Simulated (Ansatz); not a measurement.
Basis sets compared for [GeI3]- (GeI₃⁻). Total charge -1; singlet. Geometry PBE0-D4/def2-SVPD. Ansatz on 4 threads of Arm Neoverse V2 on a shared host; times are rough, and most runs start from earlier orbitals.

Cartesian coordinates in Å:
```
Ge 0.2318 -0.6837 0.6352
I -0.5459 1.7266 1.5734
I -1.7998 -1.1619 -1.0805
I 2.1139 0.1190 -1.1281
```

In the def2 sets I takes a core potential; there is no spin–orbit coupling.

```tsv
level	functions	energy (Eh)	HOMO (eV)	LUMO (eV)	wall time
PBE-D4/def2-SVPD	143	-2969.7525	-1.79	1.35	1.4 s
PBE0-D4/def2-SVPD	143	-2969.8780	-2.67	1.97	2.7 s
```

Task: Estimate the rows for PBE-D4/def2-TZVPD (with forces), PBE0-D4/def2-TZVPD.

Result: 
| level | functions | energy (Eh) | HOMO (eV) | LUMO (eV) | wall time |
| --- | --- | --- | --- | --- | --- |
| PBE-D4/def2-TZVPD (with forces) | 231 | -2970.0366 | -1.76 | 1.37 | 2.9 s |
| PBE0-D4/def2-TZVPD | 231 | -2970.1610 | -2.62 | 1.99 | 4.5 s |
